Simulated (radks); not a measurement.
The numbers below are computed, except where a source is named.
Ionisation of the neon ion Ne+, [He] 2s2 2p5, to [He] 2s2 2p4 as the strength of local exchange is varied. Code: a radial shooting solver on a logarithmic mesh with Libxc functionals. Model: scalar-relativistic Kohn-Sham, Slater X-alpha exchange (alpha = 2/3 is LDA exchange), no correlation, spin-unpolarised, spherical densities, finite nucleus; Fermi nuclear charge, rms radius 3.0055 fm.

alpha,E(Ne+) (hartree),exchange (hartree),IE (eV),-e of the level emptied (eV),<r> of it (bohr)
0.667,-126.86656,-10.44722,41.675,30.767 (2p),0.8882
0.67,-126.91356,-10.49743,41.752,30.837 (2p),0.8877
0.69,-127.22726,-10.83288,42.268,31.309 (2p),0.8841
0.87,-130.07935,-13.90914,47.053,35.704 (2p),0.8536
0.872,-130.11133,-13.94389,47.107,35.755 (2p),0.8532
1.007,-132.28478,-16.31942,50.862,39.231 (2p),0.8320
1.04,-132.82048,-16.90889,51.801,40.103 (2p),0.8271

NIST Atomic Spectra Database: 40.963 eV (measured). The central value is not met in this range of alpha. Spin polarisation and multiplet splitting are left out, so open shells lie too high by an amount that depends on their filling.

Beside tabulated values, note that spin-unpolarised runs miss the spin-polarisation part of the exchange energy of open shells.
